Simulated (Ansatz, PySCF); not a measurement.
InCl₂, SMILES [Cl][In][Cl], multiplicity 2. Atoms are numbered in the order given.

```xyz
3

In     0.0000     0.0000     0.4678
Cl     0.0000     2.0654    -0.7266
Cl     0.0000    -2.0654    -0.7266
```
Charge 0, spin multiplicity 2.

Geometry optimised at B3LYP-D3(BJ)/def2-TZVP. The multiplicity is an assumed one; other spin states were not compared. The isomer is the one that the SMILES or the coordinates give; other isomers of the formula were not compared. The def2 effective core potentials stand for the cores of In; spin–orbit coupling is left out.

Two levels are set side by side: PBE-D3(BJ)/def2-TZVP (Ansatz, a quantum-chemistry and plane-wave program) and B3LYP-D3(BJ)/def2-TZVP (Ansatz). Each level has its own optimised geometry; the coordinates shown are those of the second. Frequencies come from the Hessian of PySCF at each geometry. Differences are taken from unrounded values.

```tsv
quantity	B3LYP-D3(BJ)
mean bond length (Å)	2.386
bond In1–Cl2 (Å)	2.386
bond In1–Cl3 (Å)	2.386
highest harmonic wavenumber (cm⁻¹)	329
mean harmonic wavenumber (cm⁻¹)	235
zero-point energy (kcal/mol)	1.01
```

**Question.** What does PBE-D3(BJ) give, and how far is it from B3LYP-D3(BJ)? (Estimate from the structure and the level; the computed values follow.)

**Answer.** 
| quantity | PBE-D3(BJ) | PBE-D3(BJ) minus B3LYP-D3(BJ) |
|---|---|---|
| mean bond length (Å) | 2.385 | 0.000 |
| bond In1–Cl2 (Å) | 2.385 | 0.000 |
| bond In1–Cl3 (Å) | 2.385 | 0.000 |
| highest harmonic wavenumber (cm⁻¹) | 326 | -3 |
| mean harmonic wavenumber (cm⁻¹) | 231 | -4 |
| zero-point energy (kcal/mol) | 0.99 | -0.02 |

Here PBE gives about what the other level gives.
